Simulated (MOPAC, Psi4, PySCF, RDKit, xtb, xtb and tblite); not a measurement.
Two geometries of C4H9BO3, SMILES CC(=O)CCB(O)O, relaxed at GFN2-xTB with one dihedral held; other torsions can differ between them too.

Structure A

```
17

C      2.4891     0.6509    -0.7727
C      1.0235     0.3252    -0.6639
O      0.2431     0.6063    -1.5455
C      0.6211    -0.3604     0.6190
C     -0.4258    -1.4756     0.4350
B     -1.9388    -0.9883     0.1613
O     -2.9103    -1.5871     0.8908
O     -2.2828    -0.0467    -0.7384
H      2.8277     1.1611     0.1260
H      3.0509    -0.2772    -0.8649
H      2.6771     1.2697    -1.6463
H      1.5136    -0.7612     1.1033
H      0.2085     0.4127     1.2747
H     -0.1019    -2.1183    -0.3873
H     -0.4186    -2.0940     1.3322
H     -3.7929    -1.2812     0.6769
H     -1.5365     0.3271    -1.2307
```

Structure B

```
17

C      2.5048     0.4713    -0.9956
C      1.0364     0.2817    -0.7271
O      0.1896     0.5948    -1.5298
C      0.6534    -0.2571     0.6367
C      1.7245    -1.0515     1.3872
B      2.2193    -2.3869     0.6429
O      3.2995    -3.0212     1.1420
O      1.6188    -2.9187    -0.4531
H      2.9384     1.1121    -0.2314
H      3.0150    -0.4884    -0.9581
H      2.6438     0.9230    -1.9744
H      0.3771     0.6256     1.2249
H     -0.2620    -0.8449     0.5265
H      2.5793    -0.4147     1.6118
H      1.3124    -1.3366     2.3578
H      3.5355    -3.8233     0.6735
H      0.8606    -2.4555    -0.8060
```

### Question
Which is lower in energy at the level PBE0-D3(BJ)/def2-SVP // GFN2-xTB run with Psi4 1.11, and by how much?

### Answer
A is lower, by 29.28 kJ/mol (dihedral O3–C2–C4–C5: 40° in A, 160° in B).

E(B) − E(A) in kJ/mol at the other levels, on the same two geometries: GFN2-xTB (xtb and tblite) 12.70; PBE0/def2-SVP // GFN2-xTB (Psi4) 31.33; PBE/def2-SVP // GFN2-xTB (Psi4) 32.77; PBE-D3(BJ)/def2-SVP // GFN2-xTB (Psi4) 30.58; UFF // GFN2-xTB (RDKit) -138.42; PM3, restricted, heats of formation // GFN2-xTB (MOPAC) 9.26; AM1, restricted, heats of formation // GFN2-xTB (MOPAC) 6.64; GFN1-xTB // GFN2-xTB (xtb) 17.45; restricted B3LYP/6-31G*, spherical d, density fitting // GFN2-xTB (PySCF) 34.34; restricted Hartree-Fock/3-21G // GFN2-xTB (PySCF) 43.38; restricted B3LYP/6-311+G**, spherical d, density fitting // GFN2-xTB (PySCF) 27.96; restricted MP2 (frozen core)/6-31G*, spherical d // GFN2-xTB (PySCF) 28.59.
